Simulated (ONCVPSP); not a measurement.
# Before and after: ONCV potential for tin

Sn, optimised norm-conserving Vanderbilt (ONCV), made with ONCVPSP 4.0.1 (LDA (Perdew-Zunger), scalar-relativistic). Core [Ar] 3d10, reference 4s2 4p6 4d10 5s2 5p2. Waves: 4s+5s: rc 1.30 bohr, ncon 3, nbas 6, qcut 8.1 1/bohr, 2 projectors; 4p+5p: rc 1.65 bohr, ncon 4, nbas 9, qcut 8.6 1/bohr, 2 projectors; 4d: rc 1.55 bohr, ncon 4, nbas 9, qcut 9.4 1/bohr, 2 projectors, debl 2.2 Ha. Local part: polynomial inside 1.10 bohr (lpopt 5, dvloc0 2 Ha). Core correction: Teter function, fcfact 4.25, rcfact 1.5.

Change: s: ncon 5, nbas 8.

Cutoffs: the cutoffs (Ha) at which the residual kinetic energy of the hardest occupied pseudo-wave falls to 1 and 0.1 mHa per electron; they do not see the model core or the augmentation charge, which bear on the density cutoff. Errors are all-electron minus pseudo energies relative to the spin-unpolarised reference configuration.

Question: What does the change do?

Answer: The potential gets harder (35 Ha and 39 Ha → 48 Ha and 96 Ha); of the 4 tests that both files solve, the error grows in 0 and shrinks in 1 by more than 15 % and 0.3 meV (median size 4.3 → 3.3 meV); neither file shows a bound ghost.

```csv
quantity,base,changed
"cutoff, loose",35 Ha,48 Ha
"cutoff, tight",39 Ha,96 Ha
loose cutoff by channel,"s 26 Ha, p 25 Ha, d 35 Ha","s 48 Ha, p 25 Ha, d 35 Ha"
bound ghosts,none,none
GHOST(+) flags under 300 eV,none,none
"error for 4s2 4p6 4d10 5s2 5p1, meV [ΔE 7.10 eV]",-1.5,-1.5
"error for 4s2 4p6 4d10 5s2 5p0, meV [ΔE 21.36 eV]",-5.0,-5.2
"error for 4s2 4p6 4d10 5s1 5p0, meV [ΔE 52.81 eV]",-14,-13
"error for 4s2 4p6 4d10 5s0 5p4, meV [ΔE 14.40 eV]",-3.6,-1.3
s: phases at 1.32 bohr within 0.05 rad from the reference energy up to (Ha; the scan ends near 5),to the end of the scan,to the end of the scan
p: phases at 1.68 bohr within 0.05 rad from the reference energy up to (Ha; the scan ends near 5),to the end of the scan,to the end of the scan
d: phases at 1.57 bohr within 0.05 rad from the reference energy up to (Ha; the scan ends near 5),to the end of the scan,to the end of the scan
"rms error of d²Exc/dni dnj with the model core, mHa",1.11,0.84
```
